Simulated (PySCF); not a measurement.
Stepwise substitution at one centre (Si C2H5-I). All species are isolated molecules in the gas phase. One relaxed conformer stands for each flexible species; it need not be the lowest. Strings in code marks are SMILES.

The HOMO–LUMO gap from two functionals at the same geometries (B3LYP-D3(BJ)/def2-SVP), both in PySCF: PBE-D3(BJ)/def2-TZVP and B3LYP-D3(BJ)/def2-TZVP. B3LYP has the VWN-RPA correlation part, as in Gaussian. 

```json
[
 {"species": "0 of 4 C2H5 replaced by I", "PBE-D3(BJ)/def2-TZVP (eV)": "6.52", "B3LYP-D3(BJ)/def2-TZVP (eV)": "8.08"},
 {"species": "1 of 4 C2H5 replaced by I (`CC[Si](CC)(CC)I`)", "PBE-D3(BJ)/def2-TZVP (eV)": "5.29", "B3LYP-D3(BJ)/def2-TZVP (eV)": "6.83"},
 {"species": "2 of 4 C2H5 replaced by I", "PBE-D3(BJ)/def2-TZVP (eV)": "4.44", "B3LYP-D3(BJ)/def2-TZVP (eV)": "5.89"},
 {"species": "3 of 4 C2H5 replaced by I (`CC[Si](I)(I)I` (C–C–Si–I torsion 180°))", "PBE-D3(BJ)/def2-TZVP (eV)": "3.64", "B3LYP-D3(BJ)/def2-TZVP (eV)": "5.04"},
 {"species": "4 of 4 C2H5 replaced by I", "PBE-D3(BJ)/def2-TZVP (eV)": "3.04", "B3LYP-D3(BJ)/def2-TZVP (eV)": "4.40"}
]
```

Over these rows, drawn at random from the members with no instability flagged (it was tested for open shells, ions and some series alone), PBE minus B3LYP-D3(BJ): mean -1.46 eV, from -1.56 eV to -1.36 eV.
